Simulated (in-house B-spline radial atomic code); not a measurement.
# Solving the quasi-particle equation for 6s up of Pb IV (Pb3+)

Configuration [Xe] 4f14 5d10 6s1, highest spin, start Hartree-Fock; correlation leaves out the 8 deepest shells. Computed with a B-spline radial code for spherical atoms: all electrons, scalar-relativistic (spin-free one-electron X2C), finite nucleus, each spin shell either full or empty, empty states to l = 9 with an (l + 1/2)⁻⁴ tail; G0W0 by contour deformation at full frequency.

RPA overbinds a lone outer s electron by self-correlation, and G0W0 tends to as well.

At the mean-field level ε = -40.821 eV the matrix elements are Σx = -18.183 eV, v_xc = -18.183 eV and Σc(ε) = -1.867 eV, and the slope of the correlation self-energy is dΣc/dω = -0.0248. The quasi-particle energy solves E = ε + Σx − v_xc + Σc(E).

Q: What does the linearised equation give?

A: Z = 1/(1 − dΣc/dω) = 1/1.0248 = 0.9758. The first-order shift is Σx − v_xc + Σc(ε) = -18.183 − (-18.183) + (-1.867) = -1.867 eV, so E ≈ ε + Z × shift = -40.821 + 0.9758 × (-1.867) = -42.643 eV.

Q: How does that compare with the full solution and with static screening?

A: Solving the equation at full frequency dependence gives E = -42.643 eV, where Σc = -1.822 eV and the weight is 0.976; the linearised value is off by 0 meV. Leaving Z out would give -42.688 eV. Static COHSEX puts -3.242 eV in place of Σc and gives -44.063 eV, 1.42 eV deeper. The tabulated removal energy is 42.333 eV (NIST, measured); the run leaves out spin-orbit coupling, Breit and QED terms.
